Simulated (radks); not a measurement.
Results of a calculation; reference values are marked as such.
Question: Species: Os+. Configuration: [Xe] 4f14 5d(up 3, down 3) 6s(up 0.5, down 0.5) (fractional occupations, a model configuration). Code: a radial shooting solver on a logarithmic mesh with Libxc functionals. Model: scalar-relativistic Kohn-Sham, BLYP, spin-polarised, spherical densities, point nucleus. Some entries of the table are withheld. Estimate them.

orbital  occ.  eigenvalue (eV)  <r^2> (bohr^2)  <1/r> (bohr^-1)
1s          2        -73896.34       0.0004332            90.52
2s          2        -12876.26        0.006639            21.18
2p          6        -11212.10        0.005531            19.05
3s          2        -3002.356         0.04298            7.848
3p          6        -2513.851         0.04388            7.212
3d         10        -1968.445         0.03637            6.804
4s          2        -639.6097             (1)            3.347
4p          6        -479.4145          0.2400            3.033
4d         10        -280.6651          0.2768            2.707
5s          2         -99.5207           1.136            1.336
4f         14         -59.8479          0.3824              (2)
5p          6         -58.7849           1.549            1.128
5d          6              (3)           3.689           0.7459
6s          1         -13.1463             (4)           0.4537

Answer: 
(1) 4s <r^2> (bohr^2): 0.2104
(2) 4f <1/r> (bohr^-1): 2.240
(3) 5d eigenvalue (eV): -14.0169
(4) 6s <r^2> (bohr^2): 8.791
